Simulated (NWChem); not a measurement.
System: BNH$_{3}$ anion

The following NWChem deck was run.

```
start job
memory heap 200 mb stack 900 mb global 1100 mb
charge -1
geometry units angstroms noautoz
  B     -0.021558     0.655288     0.000000
  N     -0.114102    -0.710380     0.000000
  H     -1.040302     1.370389     0.000000
  H      1.047796     1.308636     0.000000
  H      0.812190    -1.149019     0.000000
end
basis spherical
  * library 6-31+g*
end
dft
  xc optx lyp
  iterations 150
  mulliken
end
task dft energy
```

Parts of the log:

```
             Northwest Computational Chemistry Package (NWChem) 7.3.0
             --------------------------------------------------------

 CS  symmetry detected

                             Geometry "geometry" -> ""
                             -------------------------

 Output coordinates in angstroms (scale by  1.889725989 to convert to a.u.)

  No.       Tag          Charge          X              Y              Z
 ---- ---------------- ---------- -------------- -------------- --------------
    1 B                    5.0000    -0.01290783     0.66643052     0.00000000
    2 N                    7.0000    -0.11131646    -0.69882741     0.00000000
    3 H                    1.0000    -1.02857110     1.38590039     0.00000000
    4 H                    1.0000     1.05924241     1.31517966     0.00000000
    5 H                    1.0000     0.81308306    -1.14144075     0.00000000

 Effective nuclear repulsion energy (a.u.)      26.5669771379

      Symmetry information
      --------------------

 Group name             Cs
 Group number              2
 Group order               2
 No. of unique centers     5

                                 NWChem DFT Module
                                 -----------------

 Summary of "ao basis" -> "ao basis" (spherical)
 ------------------------------------------------------------------------------
       Tag                 Description            Shells   Functions and Types
 ---------------- ------------------------------  ------  ---------------------
 B                          6-31+g*                  8       18   4s3p1d
 N                          6-31+g*                  8       18   4s3p1d
 H                          6-31+g*                  2        2   2s

      Symmetry analysis of basis
      --------------------------

        a'         32
        a"         10

            General Information
            -------------------
          SCF calculation type: DFT
          Wavefunction type:  closed shell.
          No. of atoms     :     5
          No. of electrons :    16
           Alpha electrons :     8
            Beta electrons :     8
          Charge           :    -1
          Spin multiplicity:     1
          Use of symmetry is: on ; symmetry adaption is: on
          Maximum number of iterations: 150
          AO basis - number of functions:    42
                     number of shells:    22
          Convergence on energy requested:  1.00D-06
          Convergence on density requested:  1.00D-05
          Convergence on gradient requested:  5.00D-04

              XC Information
              --------------
                        Slater Exchange Functional  1.052 local
                      OPTX     Exchange Functional  1.432 non-local
              Lee-Yang-Parr Correlation Functional  1.000

             Grid Information
             ----------------
          Grid used for XC integration:  medium
          Radial quadrature: Mura-Knowles
          Angular quadrature: Lebedev.
          Tag              B.-S. Rad. Rad. Pts. Rad. Cut. Ang. Pts.
          ---              ---------- --------- --------- ---------
          B                   0.85       49          10.0       434
          N                   0.65       49          10.0       434
          H                   0.35       45           9.0       434
          Grid pruning is: on
          Number of quadrature shells:   233
          Spatial weights used:  Erf1

      Superposition of Atomic Density Guess
      -------------------------------------

 Sum of atomic energies:         -80.32023786

 Renormalizing density from      15.00 to     16

      Non-variational initial energy
      ------------------------------

 Total energy =     -84.382091
 1-e energy   =    -170.291422
 2-e energy   =      59.342355
 HOMO         =       0.071803
 LUMO         =       0.213392

      Symmetry analysis of molecular orbitals - initial
      -------------------------------------------------

  Numbering of irreducible representations:

     1 a'          2 a"

  Orbital symmetries:

     1 a'          2 a'          3 a'          4 a'          5 a'
     6 a'          7 a"          8 a'          9 a'         10 a"
    11 a'         12 a'         13 a'         14 a"         15 a'
    16 a"         17 a'         18 a'

     ---------------------------------------------
      Total Density - Mulliken Population Analysis
     ---------------------------------------------

    Atom       Charge   Shell Charges
 -----------   ------   -------------------------------------------------------
    1 B    5     4.90   2.00  0.54  1.02  0.44  0.48  0.13  0.24  0.05
    2 N    7     7.92   2.00  0.75  1.98  0.92  1.77  0.01  0.47  0.01
    3 H    1     1.22   0.50  0.72
    4 H    1     1.22   0.50  0.72
    5 H    1     0.74   0.46  0.28

   convergence    iter        energy       DeltaE   RMS-Dens  Diis-err
 ---------------- ----- ----------------- --------- --------- ---------
 d= 0,ls=0.0,diis     1    -81.2737301349 -1.08D+02  3.09D-02  7.38D-01
 d= 0,ls=0.0,diis     2    -81.1439838067  1.30D-01  2.45D-02  1.82D+00
 d= 0,ls=0.0,diis     3    -81.3521872400 -2.08D-01  8.65D-03  2.28D-01
 d= 0,ls=0.0,diis     4    -81.3813869999 -2.92D-02  2.69D-03  1.18D-02
 d= 0,ls=0.0,diis     5    -81.3833401513 -1.95D-03  7.48D-04  4.49D-04
  Resetting Diis
 d= 0,ls=0.0,diis     6    -81.3834097096 -6.96D-05  9.90D-05  6.26D-06
 d= 0,ls=0.0,diis     7    -81.3834107275 -1.02D-06  5.06D-05  3.85D-07
 d= 0,ls=0.0,diis     8    -81.3834103595  3.68D-07  2.98D-05  3.20D-06
 d= 0,ls=0.0,diis     9    -81.3834107947 -4.35D-07  5.06D-06  1.51D-08

         Total DFT energy =      -81.383410794688
      One electron energy =     -165.545613288135
           Coulomb energy =       69.811399084611
    Exchange-Corr. energy =      -12.216173729066
 Nuclear repulsion energy =       26.566977137901

 Numeric. integr. density =       16.000000373968

[...]
```

Level: OLYP/6-31+G* (spherical d). All runs use the structure optimised with B3LYP/def2-SVPD. The highest occupied level is positive, so the extra electron may be held by the finite basis.
